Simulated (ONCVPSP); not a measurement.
# An all-electron radial function and its pseudo partner (iron)

Columns: radius, all-electron u(r) and pseudo u(r) of the 3s shell (level -94.02 eV) of iron in the configuration [Ne] 3s2 3p6 3d6 4s2; PBE, scalar-relativistic, ONCV scheme, ONCVPSP 4.0.1.

```tsv
r (bohr)	all-electron	pseudo
0.070	0.0684	0.1653
0.140	-0.5541	0.3284
0.210	-0.6226	0.4866
0.280	-0.3014	0.6366
0.350	0.1467	0.7744
0.420	0.5648	0.8952
0.490	0.8862	0.9943
0.560	1.0976	1.0678
0.630	1.2088	1.1128
0.700	1.2413	1.1282
0.770	1.2169	1.1152
0.840	1.1545	1.0765
0.910	1.0695	1.0168
0.980	0.9730	0.9415
1.050	0.8729	0.8566
1.120	0.7746	0.7675
1.190	0.6814	0.6789
1.260	0.5951	0.5945
1.330	0.5166	0.5165
1.400	0.4464	0.4463
1.470	0.3842	0.3841
1.540	0.3294	0.3294
1.610	0.2816	0.2816
1.680	0.2402	0.2401
1.750	0.2044	0.2044
1.820	0.1736	0.1736
```

Q: How many radial nodes do the two functions have?

A: The all-electron 3s function has n − l − 1 = 2; the pseudo-wave has 0, since the states of the same l below it are removed with the core.

Q: At about which radius was the pseudo-wave matched?

A: 1.40 bohr, where the columns begin to agree (steps of 0.07 bohr).

Q: Where does each function peak?

A: Outermost all-electron maximum near 0.70 bohr, pseudo maximum near 0.70 bohr (to the table’s step).

Q: Is the pseudo-wave norm-conserving?

A: Yes: the ONCV scheme keeps the norm inside the radius equal to the all-electron one, which fixes the energy derivative of the logarithmic derivative at the level.
